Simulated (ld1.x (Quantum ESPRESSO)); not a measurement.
**Scattering properties, ultrasoft potential for rubidium**

```json
{"Element": "Rb", "Generator": "ld1.x (Quantum ESPRESSO) 7.5", "Type": "ultrasoft", "Functional": "PBEsol", "Relativity": "fully relativistic", "Frozen core": "[Ar] 3d10", "Valence charge": "9", "Reference configuration": "4s2 4p6 4d0 5s0.5 5p0 (charge +0.5)", "Partial waves": "4s (bound): rcut 1.90, rcutus 2.00 bohr; 5s (bound): rcut 1.90, rcutus 2.00 bohr; 4p (bound): rcut 2.30, rcutus 2.40 bohr; 5p (bound, empty): rcut 2.30, rcutus 2.40 bohr; 4d (bound, empty): rcut 3.75, rcutus 4.55 bohr; 4d channel at 0.55 Ry: rcut 3.75, rcutus 4.55 bohr", "Local potential": "all-electron potential smoothed inside 2.65 bohr (lloc = -1)", "Core correction": "none", "Augmentation charge": "built from norm-conserving waves at rcut, not smoothed further"}
```

Open shells are filled in proportion to 2j + 1 (rel_dist='average').

The phase is arctan(r·u′/u) with u = r·R(r), unwrapped; energies in Ry, scanned from -5 to 5 Ry. A pole is an energy at which the radial function vanishes at the test radius. The pseudo phase is shifted by a multiple of π to meet the all-electron one at the reference energy, and phase errors are pseudo minus all-electron; the curves can meet again beyond the range given. Levels narrower than the energy grid can be missing from the lists of poles. n/a: not evaluated, since a narrow level or a reset projector energy made the automatic matching unsafe.

For each channel, where are the poles, and over which energies does the pseudopotential scatter like the atom?

| channel | radius (bohr) | reference energy (Ry) | poles, all-electron | poles, pseudo | unbroken range about the reference energy with phases within 0.05 rad | phase error 1 Ry above the reference energy (rad) |
| --- | --- | --- | --- | --- | --- | --- |
| s | 4.93 | -0.30 | 0.13, 2.41 | 0.36, 2.96 | not even at the reference energy | +0.162 |
| p1/2 | 4.93 | -0.16 | 0.56, 2.95 | -1.41, 0.86, 4.10 | n/a | n/a |
| p3/2 | 4.93 | -0.16 | 0.59, 3.00 | -1.34, 0.89, 4.16 | n/a | n/a |
| d3/2 | 4.93 | -0.12 | 0.09, 1.56, 4.10 | 0.10 | not even at the reference energy | +2.501 |
| d5/2 | 4.93 | -0.12 | 0.09, 1.57, 4.12 | 0.14 | not even at the reference energy | +2.493 |

A Bessel basis up to 400 Ry misses an occupied level by 0.68 Ry, so cutoffs and ghosts were not judged. Its overlap operator is not positive definite in a basis up to 400 Ry (lowest eigenvalue d3/2 -21.35, d5/2 -23.80), so the file is unfit for use: the generalised eigenproblem breaks down once the basis is large enough, and its test numbers describe a broken file. The potential misses its own reference levels by up to 0.4 eV.

Phases in the d5/2 channel:

| E (Ry) | all-electron | pseudo |
| --- | --- | --- |
| -5.00 | 1.479 | 1.480 |
| -4.74 | 1.476 | 1.477 |
| -4.48 | 1.474 | 1.474 |
| -4.22 | 1.470 | 1.472 |
| -3.96 | 1.467 | 1.468 |
| -3.70 | 1.464 | 1.465 |
| -3.44 | 1.459 | 1.461 |
| -3.18 | 1.455 | 1.457 |
| -2.92 | 1.449 | 1.452 |
| -2.66 | 1.443 | 1.446 |
| -2.40 | 1.436 | 1.440 |
| -2.14 | 1.428 | 1.433 |
| -1.88 | 1.417 | 1.424 |
| -1.62 | 1.405 | 1.413 |
| -1.36 | 1.388 | 1.398 |
| -1.10 | 1.364 | 1.378 |
| -0.84 | 1.329 | 1.348 |
| -0.58 | 1.263 | 1.289 |
| -0.32 | 1.071 | 1.097 |
| -0.06 | -1.020 | -1.081 |
| 0.20 | -1.701 | -1.599 |
| 0.46 | -2.018 | -1.685 |
| 0.72 | -3.502 | -1.746 |
| 0.98 | -4.433 | -1.807 |
| 1.24 | -4.612 | -1.887 |
| 1.50 | -4.696 | -2.017 |
| 1.76 | -4.756 | -2.284 |
| 2.02 | -4.819 | -2.937 |
| 2.28 | -4.918 | -3.810 |
| 2.54 | -5.217 | -4.220 |
| 2.80 | -7.001 | -4.395 |
| 3.06 | -7.601 | -4.487 |
| 3.32 | -7.729 | -4.544 |
| 3.58 | -7.787 | -4.582 |
| 3.84 | -7.824 | -4.610 |
| 4.10 | -7.852 | -4.632 |
| 4.36 | -7.878 | -4.649 |
| 4.62 | -7.905 | -4.663 |
| 4.88 | -7.940 | -4.675 |
